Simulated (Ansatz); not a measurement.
Consider the hydrogenolysis of a P–O bond: `OP([SiH3])[SiH3]` + H₂ → `[SiH3]P[SiH3]` + H₂O.

Calculated with Ansatz (gas phase, PBE0-D4/def2-TZVP geometries, no zero-point term in ΔE). CCSD(T)/CBS adds triple-zeta CCSD(T) − MP2 to the extrapolated MP2 energy (def2 sets, frozen cores). This one scheme is used for every species. Each species was taken in one conformer, which may not be the lowest.

| species | CCSD/def2-TZVPP energy (Eh) |
| --- | --- |
| `OP([SiH3])[SiH3]` | -998.32732 |
| H₂ | -1.17233 |
| `[SiH3]P[SiH3]` | -923.19629 |
| H₂O | -76.32939 |

Work out ΔE.

ΔE = (-923.19629) + (-76.32939) − (-998.32732) − (-1.17233) = -0.02603 Eh = -68.3 kJ/mol. CCSD(T)/CBS gives -63.2 kJ/mol.

Largest T1 diagnostic among the species: 0.014.

From PBE to PBE0 (25 % exact exchange), in def2-TZVPP and without D4, ΔE moves by −8.4 kJ/mol. In def2-TZVPP, CCSD(T) changes the Hartree–Fock value by +4.6 kJ/mol (the triples alone add +3.2 kJ/mol) and MP2 by +4.2 kJ/mol. The D4 term adds +5.8 kJ/mol with B3LYP and +3.1 kJ/mol with PBE0; it sums over pairs of atoms, weighted by their polarisabilities, and B3LYP, whose exchange is more repulsive, gets the larger term.

B3LYP here is the variant with VWN-RPA as its local correlation; programs differ in this.
